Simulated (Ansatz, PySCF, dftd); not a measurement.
System: C$_{2}$H$_{2}$Cl, charge 0, doublet. C2H2Cl (SMILES [H]/[C]=C\Cl, doublet).
B3LYP-D3(BJ)/def2-TZVP minimum from Ansatz (a first-principles code):
```
C
C 1 1.2939
H 2 1.0745 1 142.68
H 1 1.0811 2 125.44 3 -180.00
Cl 1 1.7730 4 112.00 2 -180.00
```
Charge 0, spin multiplicity 2.

Property: enthalpy of formation at 298 K (by atomisation, with ideal-gas terms from PySCF's Hessian at B3LYP-D3(BJ)/def2-TZVP and the atoms' measured values of the G2/97 table; no spin-orbit terms), in kcal/mol. Radicals and triplets start from unrestricted determinants; spin-orbit coupling is neglected. Cores are frozen in correlated methods. Rows without X2C or -DK are non-relativistic. CBS(X,Y): correlation extrapolated as X^-3, Hartree-Fock from the larger set. A bracket is a step between two methods taken in the basis named. Functionals run without relativity, which enters their misses. Double hybrids freeze cores in their MP2 part. '+ core + X2C': CCSD(T) terms for core correlation (cc-pwCVTZ, 1s frozen past Ne) and scalar relativity (cc-pVTZ-DK). Where a partner has so few electrons that a lower coupled-cluster level is exact, that level stands in. The UHF reference of C2H2Cl ([H]/[C]=C\Cl, doublet) is spin-contaminated (<S^2> up to 0.20 over the pure value in the sets run).

```
level                                                                                        program  enthalpy of formation at 298 K (kcal/mol)  difference against the last row
------------------------------------------------------------------------------------  --------------  -----------------------------------------  -------------------------------
PBE-D3(BJ)/def2-TZVPD                                                                 Ansatz + dftd3                                       44.5                            -19.6
PBE-D4/def2-TZVPD                                                                     Ansatz + dftd4                                       44.7                            -19.4
PBE/def2-TZVPD                                                                                Ansatz                                       46.4                            -17.7
r2SCAN-D3(BJ)/def2-TZVPD                                                              Ansatz + dftd3                                       57.5                             -6.6
r2SCAN-D4/def2-TZVPD                                                                  Ansatz + dftd4                                       57.6                             -6.5
PBE0/def2-TZVPD                                                                               Ansatz                                       58.2                             -5.9
CAM-B3LYP/def2-TZVPD                                                                          Ansatz                                       65.9                              1.8
B2GP-PLYP-D4/def2-TZVPD                                                               Ansatz + dftd4                                       71.0                              6.9
MP2/CBS(cc-pV(T+d)Z,cc-pV(Q+d)Z)                                                              Ansatz                                       63.0                             -1.1
CCSD/cc-pV(D+d)Z                                                                              Ansatz                                      109.0                             44.9
CCSD(T)/CBS(cc-pV(T+d)Z,cc-pV(Q+d)Z) + core + X2C                                             Ansatz                                       65.0                              0.9
CCSDT(Q)/cc-pV(D+d)Z                                                                          Ansatz                                      101.7                             37.6
CCSD(T)/CBS(cc-pV(T+d)Z,cc-pV(Q+d)Z) + [CCSDT(Q) - CCSD(T)]/cc-pV(D+d)Z + core + X2C          Ansatz                                       64.1                              0.0
```
